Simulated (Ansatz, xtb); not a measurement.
## Ranking isomers of BClH9NSi3

5 gas-phase structures of BClH9NSi3, from a drawn sample of its isomers (lower ones may exist). Each was relaxed with GFN2-xTB; where two conformers were screened, the lower at r2SCAN-D4/def2-SVP is listed:

A. `BN([SiH3])[Si@H]([SiH3])Cl`, a singlet
B. `[SiH3]BN([SiH3])[SiH2]Cl`, a singlet
C. `BN([SiH3])[SiH2][SiH2]Cl`, a singlet
D. `BN([SiH2][SiH3])[SiH2]Cl`, a singlet
E. `[SiH3][SiH2]N([SiH3])BCl`, a singlet

Which do you expect lowest at r2SCAN-D4/def2-SVP, and how would the others follow?

Calculated order at r2SCAN-D4/def2-SVP: E (0.0), D (1.3), A (2.4), B (5.9), C (6.0) kcal/mol. Less than 1 kcal/mol parts B and C, so the order within that pair means little.

Energies above the lowest of each column, in kcal/mol:

| structure | GFN2-xTB | HF/STO-3G | r2SCAN-D4/def2-SVP |
| --- | --- | --- | --- |
| E | 0.6 | 2.6 | 0.0 |
| D | 0.0 | 0.5 | 1.3 |
| A | 0.3 | 0.0 | 2.4 |
| B | 2.6 | 10.6 | 5.9 |
| C | 0.4 | 2.1 | 6.0 |

r2SCAN-D4/def2-SVP puts E lowest; GFN2-xTB picks D, HF/STO-3G picks A. Flexible structures stand in one conformer each, not always the lowest. Frequencies (GFN2-xTB) were run for E alone.

Over these structures GFN2-xTB departs from r2SCAN-D4/def2-SVP by 1.7 kcal/mol on average once a common shift is removed. A GFN2-xTB relaxation took about 0.5 s and the r2SCAN-D4/def2-SVP energy about 4.8 s on a shared host (Ansatz 0.2.0, xtb 6.7.1).
